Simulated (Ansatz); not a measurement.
System: GaNH$_{4}$, charge 0, singlet. GaNH4 (SMILES [GaH2][NH2]).
B3LYP-D3(BJ)/def2-TZVP minimum from Ansatz (a program for electronic structure):
```xyz
6

Ga     0.0066    -0.1811    -0.3390
H     -1.2807    -0.0676    -1.2157
H      1.3178    -0.9518    -0.6929
N     -0.0247     0.6779     1.2694
H     -0.8101     1.2074     1.6105
H      0.7414     0.6795     1.9226
```
Charge 0, spin multiplicity 1.

Total energies in cc-pVTZ, 12 correlated electrons, 15 frozen orbitals. Open shells are spin-unrestricted; no spin-orbit coupling. Correlated methods leave the cores frozen (noble-gas shells, and filled d and f shells in the p block). No relativity.

| method | program | energy (Eh) | minus CCSDT(Q) (mEh) |
|---|---|---|---|
| HF | Ansatz | -1980.09240 | 341.46 |
| MP2 | Ansatz | -1980.39943 | 34.44 |
| CCSD | Ansatz | -1980.42188 | 11.98 |
| CCSD(T) | Ansatz | -1980.43283 | 1.03 |
| CCSDT(Q) | Ansatz | -1980.43386 | 0.00 |

Rough core times of Ansatz's runs on a shared machine: CCSD(T) under 20 s, CCSDT(Q) 5 min.
